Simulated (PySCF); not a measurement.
Molecule: SMILES CCCS(C)(=O)=O, C₄H₁₀O₂S.

Geometry:
```tsv
atom	x (Å)	y (Å)	z (Å)
C1	-1.974	0.403	0.328
C2	-1.162	-0.603	-0.472
C3	0.248	-0.149	-0.819
S4	1.234	0.059	0.677
C5	2.921	0.063	0.093
O6	1.053	-1.143	1.490
O7	0.967	1.382	1.241
H8	-2.992	0.025	0.502
H9	-1.512	0.604	1.305
H10	-2.054	1.366	-0.200
H11	-1.671	-0.836	-1.423
H12	-1.084	-1.552	0.082
H13	0.769	-0.901	-1.431
H14	0.271	0.823	-1.336
H15	3.066	0.893	-0.610
H16	3.159	-0.908	-0.359
H17	3.527	0.223	0.995
```

Geometry PBE0-D3(BJ)/def2-SVP throughout; GIAO in PySCF 2.14.0 with density-fitted response routines, gas phase, one conformer, non-relativistic; equivalent atoms averaged; basis pcSseg-1.

Q: How do the absolute shieldings σ depend on the functional? (a selection of nuclei; ppm; last column core-seconds on shared hosts with different chips, so compare them loosely)

A: 
```tsv
functional	kind	C3	C5	C2	C1	S4	O6/O7	H15/H16/H17	H13/H14	H11/H12	core-s
HF	Hartree–Fock	138.7	149.6	175.5	176.8	225.2	166.4	29.15	29.49	29.90	23
LDA	LDA	114.7	130.5	162.2	166.8	168.7	82.7	28.12	28.11	28.85	27
OPBE	GGA	127.7	141.0	165.6	170.1	228.5	108.7	28.62	28.62	29.31	24
KT3	GGA	124.2	138.1	161.2	166.1	232.4	106.8	28.76	28.74	29.36	25
B97-D	GGA	118.4	132.7	158.5	163.2	193.6	103.7	28.78	28.78	29.45	36
PBE0	global hybrid	124.7	138.2	166.2	169.7	196.9	112.2	28.67	28.78	29.39	34
mPW1PW91	global hybrid	123.8	137.2	165.2	168.7	192.8	112.3	28.72	28.83	29.44	17
WP04	global hybrid	111.1	125.6	150.9	156.1	162.9	108.6	28.97	29.06	29.72	17
BHandHLYP	global hybrid	125.5	138.5	166.2	169.2	188.7	128.9	28.88	29.07	29.59	16
```

Q: Which nucleus among those listed moves most, in ppm?

A: O6/O7 (S=O oxygen): from 82.7 ppm with LDA to 166.4 ppm with HF. The smallest spread is 1.03 ppm, at H15/H16/H17. Proton shifts span only some 12 ppm, so a few tenths of a ppm matter as much there as several ppm in carbon.
